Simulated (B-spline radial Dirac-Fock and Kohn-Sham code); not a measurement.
Binding energies of Re³⁵⁺ at several levels of theory

System: Re³⁵⁺, configuration 1s2 2s2 2p6 3s2 3p6 3d10 4s2 4p6 4d4.

The density-functional columns are spherical, spin-unpolarised Dirac-Kohn-Sham results without Breit or QED terms: −ε is minus the orbital energy of the initial state and ΔSCF the difference of two total energies. The reference in the last column comes from relaxed Dirac-Fock hole states (ΔSCF) with Breit and QED corrections and a finite nucleus. All numbers are from an atomic code on a B-spline grid, in eV; a selection of levels is shown. The Kohn-Sham columns are given as differences from the reference. For the 1s level of heavy atoms much of the gap between ΔSCF and the reference is the Breit and QED part, -366.6 eV here; for other levels the error of the functional can be larger.

```
level  LDA −ε − DF  LDA ΔSCF − DF  Dirac-Fock
    K       -238.9         +353.3     73157.0
   L1       -188.4          -57.9     14024.7
   L2       -139.9          +20.7     13448.7
   L3       -154.5          -13.3     12025.3
   M1       -107.1          -53.2      4393.5
   M2        -88.5          -31.9      4141.6
   M3        -86.9          -33.9      3821.6
   M4        -62.1           -1.9      3407.4
   M5        -63.5           -4.6      3339.2
   N1        -44.9          -16.7      1907.8
   N2        -30.6           -2.2      1793.7
   N3        -31.3           -4.4      1698.4
 N4,5        -24.4           +2.9      1517.0
```

Values without a named source are computed, but for edge energies of neutral atoms, which are taken from tables.
